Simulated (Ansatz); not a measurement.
Job for Ansatz (an electronic-structure program): R-r2SCAN/def2-TZVPP on HLaO (SMILES [OH][La]), 2S+1 = 1, a spin state set in the input, which need not be the lowest. Elements past Kr take the def2 small-core potentials; no spin–orbit coupling.

Ansatz 0.2 input:
```yaml
crystal:
  periodic: [false, false, false]
  atoms:
    - {symbol: La, position_ang: [-1.11559842, -0.88895989, -0.97724089]}
    - {symbol: O, position_ang: [0.23295476, 0.21605598, 0.18732414]}
    - {symbol: H, position_ang: [0.84947494, 0.72027551, 0.71959711]}
basis:
  gaussian:
    orbitals: def2-TZVPP
hamiltonian:
  xc: {name: r2SCAN}
```

The log:

```
WARN ansatz: RAYON_NUM_THREADS=1 ignored (pool sized by the plan → 1); use --threads N
Functional definition: r2SCAN
integrals: 0.03 GiB planned
515 factors; their error is unknown
mean field: 0.25 GiB planned
mean field evaluation 1: about -2913.9975 eV, gradient 7.0e1 eV
mean field evaluation 2: about -2727.7913 eV, gradient 2.0e2 eV
mean field evaluation 4: about -2922.1644 eV, gradient 1.1e1 eV
mean field evaluation 8: about -2922.5930 eV, gradient 1.7e-2 eV
mean field evaluation 16: about -2922.5893 eV, gradient 2.0e-5 eV
mean field evaluation 32: about -2921.2045 eV, gradient 1.6e0 eV
mean field -2922.58930266 eV, -107.4031758707 hartree, gradient 2.0e-5 eV, S^2 0.000000; 4 other end points of the search recorded, 0 dependent functions left out
reference -2922.58932071 eV, -107.4031765340 hartree; 10, 10 occupied and 91, 91 virtual orbitals, 515 factors
Total energy: -2922.58932071 eV, -107.4031765340 hartree
```

The calculation finished and met its thresholds.

Cost: roughly 7 core-seconds.
